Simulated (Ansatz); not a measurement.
The cluster Sn₃Bi₂. Charge 0, multiplicity 1. Geometry PBE-D4/def2-SVP.

```xyz
5

Bi   -1.434   -2.074   -1.415
Bi    2.519    0.897    1.092
Sn   -0.205    1.539    1.503
Sn   -1.833    0.679   -0.906
Sn    0.954   -1.041   -0.275
```

In the def2 sets Bi, Sn take a core potential; there is no spin–orbit coupling. B3LYP takes the VWN-RPA correlation. The restricted singlet is unstable towards broken spin symmetry in Hartree–Fock (as tested in another run); at PBE-D4/def2-TZVP, r2SCAN-D4/def2-TZVP, B3LYP-D4/def2-TZVP, PBE0-D4/def2-TZVP and others this wasn't settled. Another isomer (singlet) lies 1.88 eV lower at PBE0-D4/def2-TZVP; other spin states weren't run for this one.

Problem. Estimate the orbital energies around the gap (eV) in Ansatz with PBE-D4/def2-TZVP, r2SCAN-D4/def2-TZVP, B3LYP-D4/def2-TZVP, PBE0-D4/def2-TZVP, ωB97M-V/def2-TZVP.

Solution. 
```
orbital  PBE-D4/def2-TZVP  r2SCAN-D4/def2-TZVP  B3LYP-D4/def2-TZVP  PBE0-D4/def2-TZVP  ωB97M-V/def2-TZVP
 HOMO−5             -6.36                -6.62               -6.90              -7.12              -8.70
 HOMO−4             -5.92                -6.19               -6.55              -6.78              -8.59
 HOMO−3             -5.61                -5.85               -6.19              -6.40              -8.24
 HOMO−2             -5.30                -5.53               -5.82              -6.02              -7.63
 HOMO−1             -4.97                -5.16               -5.50              -5.66              -7.28
   HOMO             -4.56                -4.74               -5.05              -5.21              -6.81
   LUMO             -3.34                -3.36               -2.95              -2.83              -1.35
 LUMO+1             -3.22                -3.20               -2.83              -2.71              -1.25
 LUMO+2             -2.89                -2.85               -2.47              -2.32              -0.80
 LUMO+3             -2.84                -2.84               -2.43              -2.30              -0.78
 LUMO+4             -1.86                -1.69               -1.47              -1.27               0.10
 LUMO+5             -1.25                -1.02               -0.83              -0.63               0.73
```
